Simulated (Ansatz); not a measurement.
A run for Ansatz (a program for electronic structure): R-B97M-V/def2-TZVPPD on HI (SMILES I). Elements past Kr take the def2 small-core potentials; no spin–orbit coupling. Files ending in .json are basis or fitting sets from the Basis Set Exchange.

Ansatz 0.2 input:
```yaml
crystal:
  periodic: [false, false, false]
  atoms:
    - {symbol: I, position_ang: [-0.07539172, -0.14268552, -0.62459203]}
    - {symbol: H, position_ang: [0.20738496, -0.56264426, 0.90847551]}
basis:
  gaussian:
    orbitals: def2-TZVPPD.json
hamiltonian:
  xc: {name: B97M-V}
scf: {lower_state_search: off}
```

### Question
Predict the final total energy.

### Answer
-298.2914 hartree.
